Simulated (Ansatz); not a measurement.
`CCCCCCCCCCCCO`. Charge 0, multiplicity 1. Geometry PBE-D4/def2-SVP.

Cartesian coordinates in Å:
```
C 4.2494 -3.8078 -1.1017
C 2.9302 -3.4293 -0.4274
C 1.9104 -2.8165 -1.3940
C 0.5400 -2.5057 -0.7742
C 0.5514 -1.5107 0.3982
C 1.1737 -0.1395 0.0909
C 0.5316 0.6270 -1.0772
C -0.9756 0.8902 -0.9462
C -1.3785 1.7100 0.2837
C -2.8763 2.0348 0.3302
C -3.3411 2.7719 1.5906
C -2.7577 4.1698 1.7571
O -3.3516 4.7624 2.9001
H 4.7347 -2.9221 -1.5633
H 4.0909 -4.5524 -1.9103
H 4.9706 -4.2453 -0.3819
H 3.1337 -2.7196 0.4043
H 2.4819 -4.3290 0.0517
H 1.7636 -3.5140 -2.2487
H 2.3436 -1.8937 -1.8419
H 0.0803 -3.4568 -0.4243
H -0.1353 -2.1292 -1.5733
H 1.0918 -1.9583 1.2603
H -0.4934 -1.3736 0.7534
H 1.1305 0.4821 1.0114
H 2.2580 -0.2630 -0.1228
H 0.7171 0.0793 -2.0268
H 1.0578 1.6010 -1.1910
H -1.5313 -0.0744 -0.9380
H -1.3248 1.4200 -1.8602
H -0.7816 2.6496 0.3005
H -1.1021 1.1640 1.2133
H -3.4488 1.0854 0.2422
H -3.1505 2.6304 -0.5707
H -3.0921 2.1783 2.4979
H -4.4474 2.8736 1.5839
H -1.6453 4.1097 1.8578
H -2.9596 4.7610 0.8260
H -2.9481 5.6402 3.0206
```

(1) Estimate the orbital energies around the gap (eV) in Ansatz with HF/STO-3G, PBE-D4/def2-SVP, PBE-D4/def2-TZVP, r2SCAN-D4/def2-TZVP, PBE0-D4/def2-TZVP.

## Answers

(1) 
```
orbital  HF/STO-3G  PBE-D4/def2-SVP  PBE-D4/def2-TZVP  r2SCAN-D4/def2-TZVP  PBE0-D4/def2-TZVP
HOMO−13     -13.02            -8.77             -8.85                -9.21             -10.34
HOMO−12     -12.67            -8.46             -8.58                -8.94             -10.11
HOMO−11     -12.37            -8.37             -8.46                -8.81              -9.93
HOMO−10     -12.15            -8.17             -8.28                -8.62              -9.75
 HOMO−9     -11.79            -7.89             -8.00                -8.32              -9.43
 HOMO−8     -11.67            -7.83             -7.91                -8.22              -9.32
 HOMO−7     -11.51            -7.64             -7.72                -8.03              -9.12
 HOMO−6     -11.29            -7.54             -7.60                -7.90              -8.98
 HOMO−5     -11.13            -7.51             -7.59                -7.88              -8.96
 HOMO−4     -10.83            -7.23             -7.39                -7.69              -8.79
 HOMO−3     -10.75            -7.21             -7.27                -7.54              -8.61
 HOMO−2     -10.62            -7.09             -7.17                -7.44              -8.50
 HOMO−1     -10.59            -7.01             -7.07                -7.34              -8.40
   HOMO      -9.45            -5.74             -6.08                -6.44              -7.74
   LUMO      14.99             0.63              0.14                 0.72               0.95
 LUMO+1      15.32             0.85              0.22                 0.99               1.11
 LUMO+2      15.56             1.05              0.46                 1.10               1.25
 LUMO+3      15.85             1.24              0.65                 1.28               1.45
 LUMO+4      15.86             1.31              0.78                 1.46               1.60
 LUMO+5      16.45             1.48              0.93                 1.63               1.74
```
